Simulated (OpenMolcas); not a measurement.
# Si IV: from CASSCF to CASPT2

* Program: OpenMolcas
* Basis: ANO-R1 [4s3p1d]
* Scalar Hamiltonian: X2C, finite nucleus
* Active space: 1 electron in 4 orbitals (3s 3p)
* State averaging: 2S+1 = 2 even, 1 root; 2S+1 = 2 odd, 3 roots
* Spin-orbit coupling: state interaction with AMFI integrals over the reference wave functions, term energies averaged over their components

Methods on the same reference wave functions:
A. CASSCF
B. SS-CASPT2, IPEA 0.25 Eh, imaginary shift 0.1 Eh (closed shells correlated: 2s 2p)

Energies in cm-1 above 3s 2S 1/2, the measured ground level; measured values from NIST levels in Kelleher and Podobedova, J. Phys. Chem. Ref. Data 37, 1285 (2008).

```csv
Level,A,B,Measured
3s 2S 1/2,0.0,0.0,0.0
3p 2P* 1/2,74801,74953,71288
3p 2P* 3/2,75292,75443,71749
```

Deviations, from unrounded energies. A percentage is the sum of absolute deviations over the sum of measured energies, with the sign that they share, or ± where signs differ.

| Against measurement | Levels | A | B |
| --- | --- | --- | --- |
| mean absolute deviation (cm-1) | 2 | 3500 | 3700 |
| other configurations (%) | 2 | +4.9 | +5.1 |

A, B lie about equally close to measurement. The largest miss of A in the table is 3p 2P* 3/2, by +3500 cm-1. The ranking rests on the paired levels alone, and a cruder setting can come out closer through cancelling errors.

The lowest spin-free term lies below A's lowest term by 0.022 hartree in B.

The basis is small and was not contracted for so high a charge. With one active electron the reference holds no correlation, so core polarisation is missing (holds for A). With one active electron, CASPT2 adds the correlation within the correlated inactive shells and between them and that electron, and leaves the splitting within a term as the reference gives it (holds for B). Measured partners are found by configuration, term and J. A level has none where our copy of the source lacks it or the pairing is in doubt (some pairs that miss far off the trend of their configuration count as doubtful), and it then counts in no deviation. Levels of configurations outside the active space are missing.

* marks odd parity.
